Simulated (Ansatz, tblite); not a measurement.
Forces on the cluster B₆ at its PBE0-D4/def2-SVP geometry. Charge 0, multiplicity 1.

The xTB rows come from tblite. The restricted singlet is unstable towards broken spin symmetry at other levels; at BLYP-D4/def2-TZVP this wasn't settled. The geometry of the singlet was relaxed on an unsound state (restricted singlet, unstable towards broken spin symmetry at other levels and untested here). At PBE0-D4/def2-TZVP a triplet of charge 0 lies 0.20 eV below the restricted singlet at the same geometry. The structure comes from a short search, and lower isomers may exist.

GFN1-xTB (tblite), largest force 1.91 eV/Å:

```xyz
6
positions Å, forces eV/Å
B     0.328   -0.433    1.947   -0.321   -0.152   -0.398
B    -0.244   -0.593   -0.722    0.313   -1.863    0.280
B     0.471   -1.172    0.588   -0.085   -0.912   -0.422
B     0.147    0.591    0.749    0.051    1.870   -0.383
B    -0.753    0.425   -1.828   -0.071    0.144    0.509
B     0.050    1.183   -0.735    0.113    0.912    0.414
```

GFN2-xTB (tblite), largest force 2.98 eV/Å:

```
B 0.152 -0.162 -2.968
B 0.408 0.110 -0.375
B -1.115 0.741 1.420
B 0.547 -0.091 0.106
B 1.672 0.199 2.454
B -1.664 -0.797 -0.637
```

BLYP-D4/def2-TZVP (Ansatz), largest force 0.27 eV/Å:

```
B 0.053 0.025 -0.129
B 0.042 -0.229 -0.055
B -0.188 0.121 -0.155
B 0.055 0.231 0.027
B 0.113 -0.021 0.082
B -0.075 -0.127 0.229
```
